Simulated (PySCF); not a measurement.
Cl3OSi, SMILES [O][Si](Cl)(Cl)Cl, doublet at its PBE0/def2-SVP optimised geometry (Å):

```
5

O      1.2096    -0.9436     0.0000
Si    -0.4554    -0.9436     0.0000
Cl    -0.8487    -1.9085    -1.7474
Cl    -1.2096     0.9436     0.0000
Cl    -1.2065    -1.9487     1.5988
```

Computed with unrestricted PBE0/def2-TZVP in PySCF. Cells within 0.4 Å of a nucleus heavier than hydrogen are left out (blank, or x).

Map of the HOMO amplitude (α) (bohr^(-3/2)) on the plane z = 0.0 Å; orbital energy -9.69 eV, overall sign arbitrary:

```
|444444444444444444444444444|
|444444444444444444444444444|
|444444444444444444444444444|
|444444444444444444444444444|
|444544444444444444444444444|
|455555444333344444444444444|
|555555543222334444444444444|
|555555553111233444444444444|
|555566764100233444444444444|
|55556787xx00133444444444444|
|55556799xx11233444444444444|
|555567998532334445555544444|
|555567888643344455555554444|
|555556677654444555555554444|
|555555666554445566665554444|
|445555555555445568865554444|
|4444455555xxx4556xx65544444|
|4444444444xxx4443xx34444444|
|444444444445544321134444444|
|444444444455544432234444444|
|444444445555544443344444444|
|444444555555554444444444444|
|444445555555554444444444444|
|444455555555554444444444444|
|444455555555555444444444444|
|444455555555555444444444444|
|444455555555554444444444444|
```
Scale: ten equal steps from -0.080 (start of '0') to 0.083 (end of '9'), in the order '0123456789'; x runs from -3.50 to 3.50, y from -3.50 (bottom) to 3.50 (top).
